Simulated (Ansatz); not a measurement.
System: CH$_{4}$Si, charge 1, doublet. CH4Si+ (parent SMILES C=[SiH2], doublet).
B3LYP-D3(BJ)/def2-TZVP minimum from Ansatz (an electronic-structure program):
```xyz
6

C     -1.2075    -0.0548    -0.0300
Si     0.5853     0.0265     0.0145
H     -1.8223     0.8390    -0.0771
H     -1.7405    -1.0005    -0.0114
H      1.3633    -1.2137     0.0779
H      1.2501     1.3322    -0.0130
```
Charge +1, spin multiplicity 2.

Total energies in cc-pV(T+d)Z, 11 correlated electrons, 6 frozen orbitals. UHF or UKS for unpaired electrons; spin-orbit terms are left out. Cores are frozen in correlated methods. No relativity. The spin of CH4Si+ (parent SMILES C=[SiH2], doublet) was assumed, and the state is the lowest solution found for it.

```
method    program  energy (Eh)  minus CCSDT(Q) (mEh)
--------  -------  -----------  --------------------
HF         Ansatz   -328.82778                283.21
MP2        Ansatz   -329.06607                 44.93
CCSD       Ansatz   -329.10114                  9.85
CCSD(T)    Ansatz   -329.10965                  1.34
CCSDT(Q)   Ansatz   -329.11099                  0.00
```

Rough core times of Ansatz's runs on a shared machine: CCSD(T) under 20 s, CCSDT(Q) 50 min.
